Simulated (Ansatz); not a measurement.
`FB(F)N[SiH3]` + H₂ → `FBF` + `N[SiH3]` at 298.15 K and 1 bar (hydrogenolysis of a B–N bond).

Computed with Ansatz on PBE0-D4/def2-TZVP structures; ΔE is electronic, products minus reactants. CCSD(T)/CBS is the MP2 limit (def2-TZVPP, def2-QZVPP) plus CCSD(T) − MP2 in def2-TZVPP, frozen cores. This one scheme is used for every species. One conformer a species, not always the lowest.

| species | CCSD(T)/CBS energy (Eh) | H − E (kJ/mol) | S (J/(mol·K)) |
| --- | --- | --- | --- |
| `FB(F)N[SiH3]` | -570.75785 | 156.4 | 340.4 |
| H₂ | -1.17544 | 35.1 | 130.4 |
| `FBF` | -225.09427 | 57.8 | 244.5 |
| `N[SiH3]` | -346.80422 | 145.7 | 264.3 |

H − E and S are ideal-gas, rigid-rotor, harmonic terms from PBE0-D4/def2-TZVP, for one conformer and one mirror image of each species. The MP2-based limit puts H₂ 0.8 mEh under its directly extrapolated value; such offsets cancel only in part. 1 Eh = 2625.50 kJ/mol, R = 8.31446 J/(mol·K).

By hand: ΔE, ΔH, ΔS and ΔG.

ΔE = (-225.09427) + (-346.80422) − (-570.75785) − (-1.17544) = 0.03480 Eh = 91.4 kJ/mol. Δ(H − E) = 57.8 + 145.7 − 156.4 − 35.1 = 12.0, so ΔH = 103.4 kJ/mol. ΔS = 244.5 + 264.3 − 340.4 − 130.4 = 38.0 J/(mol·K). ΔG = 103.4 − 298.15 × (38.0)/1000 = 92.1 kJ/mol.

By hand: the equilibrium constant, and the temperature at which ΔG would vanish if ΔH and ΔS stayed fixed.

log₁₀ K = −ΔG/(RT ln 10) = -16.1. ΔG = 0 at ΔH/ΔS = 2721 K, far beyond where these terms or the molecules hold.

ΔH outweighs TΔS. A doubt of 5 kJ/mol in ΔE shifts log₁₀ K by 0.9 here. Other conformers and mirror images would add mixing entropy, several J/(mol·K) or more a flexible species. Modes under 60 cm⁻¹, often nearly free rotors, make the harmonic entropy too high. These are equilibria of isolated gas molecules and say nothing of rates. Largest T1 diagnostic: 0.013 (customary marks: 0.02 for closed shells, 0.045 for open ones).
